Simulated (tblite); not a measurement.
Compound: C₅H₄ClS (doublet state).
Atom-mapped SMILES: `[S:1]=[C:2]1[CH:3]=[CH:4][C:5]([Cl:6])[CH2:7]1` (hydrogens: H8 on C3; H9 on C4; H10, H11 on C7)

Computed geometry: GFN2-xTB, gas phase. This method treats the open shell by occupation alone, without spin polarisation.

Task: Give the optimised bond lengths and angles.

Result: 
| bond | length (Å) |
| --- | --- |
| S1=C2 | 1.675 |
| C2–C3 | 1.382 |
| C3=C4 | 1.416 |
| C4–C5 | 1.361 |
| C5–Cl6 | 1.698 |
| C5–C7 | 1.492 |
| C2–C7 | 1.505 |
| C3–H8 | 1.074 |
| C4–H9 | 1.074 |
| C7–H10, C7–H11 | 1.092 |

Bonds in one row agree within 0.01 Å and their mean is given. A selection of angles:
| angle | degrees |
| --- | --- |
| S1–C2–C3 | 127.6 |
| S1–C2–C7 | 123.8 |
| C3–C2–C7 | 108.6 |
| C2–C3–C4 | 109.9 |
| C2–C3–H8 | 125.0 |
| C4–C3–H8 | 125.2 |
| C3–C4–C5 | 109.1 |
| C3–C4–H9 | 124.9 |
| C5–C4–H9 | 126.0 |
| C4–C5–Cl6 | 127.0 |
| C4–C5–C7 | 110.5 |
| Cl6–C5–C7 | 122.6 |
| C5–C7–H10 | 112.5 |
| C2–C7–C5 | 102.0 |
| C2–C7–H10 | 111.6 |
| H10–C7–H11 | 106.9 |

Torsions: S1–C2–C3–C4 180° (antiperiplanar); C2–C3–C4–C5 0° (synperiplanar); C3–C4–C5–Cl6 180° (antiperiplanar); C4–C5–C7–C2 0° (synperiplanar); S1–C2–C7–C5 180° (antiperiplanar).

C4 (carbon bonded to 2 C and H) is planar (angles 126.0°, 124.9° and 109.1°, sum 360.0°, 0.00 Å off the plane of its three neighbours). The 5 C–C bonds span 1.361 Å (C4–C5, drawn single in a drawing that doesn't fit all lengths) to 1.505 Å (C2–C7, drawn single in a drawing that doesn't fit all lengths), a spread of 0.144 Å. C2 (carbon bonded to 2 C and S) is planar (angles 127.6°, 123.8° and 108.6°, sum 360.0°, 0.00 Å off the plane of its three neighbours). The 7 heavy atoms lie in one plane (0.001 Å rms). The 5-membered ring C2–C3–C4–C5–C7 has internal angles of 102.0° to 110.5°; it is planar, 0.00 Å rms from its mean plane, widest ring torsion 0°. C3 (carbon bonded to 2 C and H) is planar (angles 125.2°, 125.0° and 109.9°, sum 360.0°, 0.00 Å off the plane of its three neighbours). C5 (carbon bonded to 2 C and Cl) is planar (angles 127.0°, 122.6° and 110.5°, sum 360.0°, 0.00 Å off the plane of its three neighbours).

Point group: Cs (every atom within 0.08 Å of its image). Its GFN2-xTB frequencies are all real (lowest 112 cm⁻¹).
